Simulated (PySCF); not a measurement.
Ti(F)3(OH)(OH2) (F3H3O2Ti), SMILES [OH][Ti](<-[OH2])([F])([F])[F], multiplicity 1. Atoms are numbered in the order given.

```xyz
9

Ti     0.1582     0.0849    -0.1666
F      1.0228    -1.4184     0.0765
F     -1.4062    -0.0845    -0.9864
F      0.2499     1.3100     1.1093
O      1.1540     0.8198    -1.4287
H      1.7539     0.4994    -2.1131
O     -1.2347    -0.7875     1.5173
H     -2.1093    -0.8121     1.1000
H     -1.2789    -0.0768     2.1751
```

The structure is a stationary point at B3LYP-D3(BJ)/def2-SVP. The spin state was assumed, not searched. The values are those of a single conformer.

Calculation: PBE0/pcSseg-1 (PySCF).

GIAO shieldings, no solvent; atoms listed in one row are averaged. δ = σ(ref) − σ: ¹⁹F against CFCl3 (σ = 167.2 ppm); ¹⁷O against H2O (σ = 334.2 ppm); ¹H against TMS (σ = 31.56 ppm), references at their B3LYP-D3(BJ)/def2-TZVP geometries, non-relativistic.

Computed chemical shifts:
```
nucleus   atoms  count  δ (ppm)
-------  ------  -----  -------
¹⁹F          F2      1    325.0
¹⁹F          F4      1    281.7
¹⁹F          F3      1    259.5
¹⁷O          O5      1    389.7
¹⁷O          O7      1     42.5
¹H           H6      1     8.00
¹H       H8, H9      2     2.67
```
